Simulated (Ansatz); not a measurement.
Consider the formal exchange of groups at a Ge–Si bond: `[OH][GeH]([F])[SiH2]Cl` + `C/C=N/O` → `[OH][GeH]([OH])[F]` + `C/C=N\[SiH2]Cl`.

Calculated with Ansatz (gas phase, PBE0-D4/def2-TZVP geometries, no zero-point term in ΔE). CCSD(T)/CBS adds triple-zeta CCSD(T) − MP2 to the extrapolated MP2 energy (def2 sets, frozen cores). Double bonds are as drawn, so ΔE can hold a change between cis and trans. Functionals use def2-TZVPP. For Ge outer-core shells are correlated without core-valence functions, which leaves a few kJ/mol of doubt a bond. Scalar relativity is left out up to krypton. Each species was taken in one conformer, which may not be the lowest.

| level | ΔE (kJ/mol) | difference from CCSD(T)/CBS |
| --- | --- | --- |
| PBE-D4 | -225.4 | 40.9 |
| r2SCAN-D4 | -253.3 | 13.0 |
| PBE0-D4 | -244.1 | 22.2 |
| r2SCAN | -252.8 | 13.5 |
| PBE0 | -242.6 | 23.7 |
| HF/def2-TZVPP | -297.4 | -31.1 |
| MP2/def2-TZVPP | -286.2 | -19.9 |
| SCS-MP2/def2-TZVPP | -280.7 | -14.4 |
| CCSD/def2-TZVPP | -270.5 | -4.2 |
| CCSD(T)/def2-TZVPP | -265.8 | 0.5 |
| HF/def2-QZVPP | -299.4 | -33.1 |
| MP2/def2-QZVPP | -287.1 | -20.8 |
| SCS-MP2/def2-QZVPP | -282.4 | -16.1 |
| HF/CBS(def2) | -299.6 | -33.3 |
| MP2/CBS(def2) | -286.6 | -20.3 |
| CCSD/CBS(def2) | -271.0 | -4.7 |
| CCSD(T)/CBS | -266.3 | 0 |

Largest T1 diagnostic among the species: 0.013.

From PBE to PBE0 (25 % exact exchange), in def2-TZVPP and without D4, ΔE moves by −19.0 kJ/mol. In def2-TZVPP, CCSD(T) changes the Hartree–Fock value by +31.6 kJ/mol (the triples alone add +4.7 kJ/mol) and MP2 by +11.3 kJ/mol.
